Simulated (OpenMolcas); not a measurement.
Mo3+ (d3) on a cation site of an ionic host was computed by CASSCF with the d shell active (OpenMolcas, ANO-RCC-VTZP on the metal). Its lowest spin-free states, and all those of the highest spin:

```csv
2S+1,Degeneracy,E (cm-1)
4,1,0.0
2,2,13499
2,3,14090
4,3,15950
2,3,20225
4,3,22407
2,1,26839
2,3,28070
2,3,29081
2,2,30729
2,3,32878
4,3,35438
```

Q: Is the site octahedral, tetrahedral or cube-like, axial, or of lower symmetry?

A: The states with 2S+1 = 4 have orbital degeneracies 1, 3, 3, 3. Threefold states need a cubic site. For d3 at this spin an octahedron puts the single A2 below the threefold T2 and a tetrahedron or cube puts the threefold T1 below the threefold T2, so the site is octahedral. The first gap at this spin, 16000 cm-1, is |10Dq| in ligand-field theory. The run had Mo3+ with its 6 nearest bromide ions at 2.658 Å, on the Y site of Cs2NaYBr6 (a = 11.3047 Å, distance in the model lattice 2.765 Å). The rest of the host is ab initio model potentials to 7.6 Å, with orthogonalisation functions on the cations behind the ligands, and point charges beyond; the distance is set by hand and nothing relaxes. Ligand basis ANO-RCC-VDZP.

Without dynamic correlation the repulsion within the d shell is too large (B by tens of per cent), so at a given field states of lower spin stand too high. The least metal-like active orbital is 79 % on the metal (Löwdin) and no ligand orbital is active, so the numbers are rough. With metal d orbitals alone the field can be off either way by tens of per cent. Ligand-to-metal charge-transfer states are missing. With no ligand orbital active B as a rule stays too high, so bands that hang on it stand too high and its fall with covalency is understated. No measured value stands beside these numbers; the geometry was set by hand and not optimised.
